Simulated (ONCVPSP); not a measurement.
# Configuration tests for technetium (Tc) (ONCV)

technetium (Tc), optimised norm-conserving Vanderbilt (ONCV), made with ONCVPSP 4.0.1 (LDA (Perdew-Zunger), scalar-relativistic). Core [Ar] 3d10 4s2, reference 4p6 4d5 5s2. Waves: 5s: rc 2.70 bohr, ncon 3, nbas 7, qcut 1.9 1/bohr, 2 projectors, debl 1.9 Ha; 4p: rc 1.45 bohr, ncon 4, nbas 7, qcut 8.6 1/bohr, 2 projectors, debl 0.7 Ha; 4d: rc 1.80 bohr, ncon 4, nbas 9, qcut 10.2 1/bohr, 2 projectors, debl 1.8 Ha. Local part: polynomial inside 0.90 bohr (lpopt 5, dvloc0 0 Ha). Core correction: Teter function, fcfact 2.75, rcfact 1.25.

In the p channel the program set the typed energies aside and used -1.668, 0.250 Ha.

Energies are relative to the spin-unpolarised reference configuration 4p6 4d5 5s2; without spin polarisation the order of configurations can differ from experiment.

Give the all-electron excitation energy and the error of the potential for: 4p6 4d5 5s1; 4p6 4d5 5s0; 4p6 4d4 5s0; 4p6 4d5 5s0 5p1.

| valence configuration | charge | ΔE all-electron (eV) | error AE − PS (meV) |
| --- | --- | --- | --- |
| 4p6 4d5 5s1 | +1 | 8.432 | -3.5 |
| 4p6 4d5 5s0 | +2 | 23.634 | -27 |
| 4p6 4d4 5s0 | +3 | 52.562 | -32 |
| 4p6 4d5 5s0 5p1 | +1 | 13.113 | -23 |

Note: ghosts flagged at negative energy: s at -212.0 eV; GHOST(+) flagged for s at 49.0 eV. A true bound ghost makes a file unfit for plane-wave use.
